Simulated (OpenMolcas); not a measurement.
**Worked example: vertical ionisation energy of CH3BClFO (methoxychlorofluoroborane)**

CH3BClFO has 8 atoms, charge 0, and is taken as a singlet. SMILES: `COB(F)Cl`. Geometry: relaxed at PBE0-D4/def2-TZVP. This is one conformer, not always the lowest.

Both states at this one shape; open shells run unrestricted unless said. 1 Eh = 27.2114 eV.

| level | program | singlet CH3BClFO (Eh) | doublet CH3BClFO+ (Eh) | HOMO of the first (eV) |
| --- | --- | --- | --- | --- |
| revPBE/cc-pVDZ | OpenMolcas | -700.018857 | -699.618001 | -7.52 |
| TPSS/cc-pVDZ | OpenMolcas | -700.236906 | -699.832135 | -7.69 |
| B3LYP/6-31G* (Cartesian functions) | OpenMolcas | -700.171532 | -699.753227 | -8.82 |
| M06-2X/cc-pVDZ | OpenMolcas | -700.088667 | -699.654018 | -10.55 |

Work out the vertical ionisation energy at each level.


1. revPBE/cc-pVDZ: -699.618001 − (-700.018857) = 0.400856 Eh = 10.91 eV; −ε(HOMO) = 7.52 eV.
2. TPSS/cc-pVDZ: -699.832135 − (-700.236906) = 0.404771 Eh = 11.01 eV; −ε(HOMO) = 7.69 eV.
3. B3LYP/6-31G* (Cartesian functions): -699.753227 − (-700.171532) = 0.418305 Eh = 11.38 eV; −ε(HOMO) = 8.82 eV.
4. M06-2X/cc-pVDZ: -699.654018 − (-700.088667) = 0.434649 Eh = 11.83 eV; −ε(HOMO) = 10.55 eV.

No measured value is set beside it here; the levels span 10.91 to 11.83 eV. In semi-local functionals −ε(HOMO) lies far under the ionisation energy, a result of self-interaction, while the difference of totals does much better.
